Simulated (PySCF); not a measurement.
**Zn²⁺ (zinc, charge +2) across methods**

[Ar] 3d9 4s1, high-spin 3D determinant (an excited configuration). Calculation: PySCF 2.14, in def2-TZVPPD (6s6p4d2f1g, 67 functions); no relativity, point nucleus.

```
 method  E (hartree)  mean ε 3d α (eV)  mean ε 3d β (eV)  mean ε 4s α (eV)  Σ⟨r²⟩ (bohr²)   ⟨S²⟩
   BP86    -1778.252           -39.525           -38.169           -25.865          18.65  2.000
wB97M-V    -1777.925           -45.128           -43.688           -28.586          18.66  2.000
   TPSS    -1778.025           -39.364           -37.984           -25.572          18.67  2.000
 r2SCAN    -1777.999           -39.942           -38.428           -26.004          18.59  2.001
    PBE    -1777.733           -39.401           -37.994           -25.656          18.68  2.000
    UHF  -1776.59114           -51.631           -49.734           -28.553          18.54  2.001
    LDA    -1775.078           -39.760           -38.318           -25.991          18.67  2.000
   PBE0    -1777.777           -42.703           -41.195           -26.506          18.60  2.000
```

(1) Estimate the same row for wB97X.

## Answers

(1) E (hartree) = -1778.050; mean ε 3d α (eV) = -44.963; mean ε 3d β (eV) = -43.604; mean ε 4s α (eV) = -28.628; Σ⟨r²⟩ (bohr²) = 18.61; ⟨S²⟩ = 2.000.
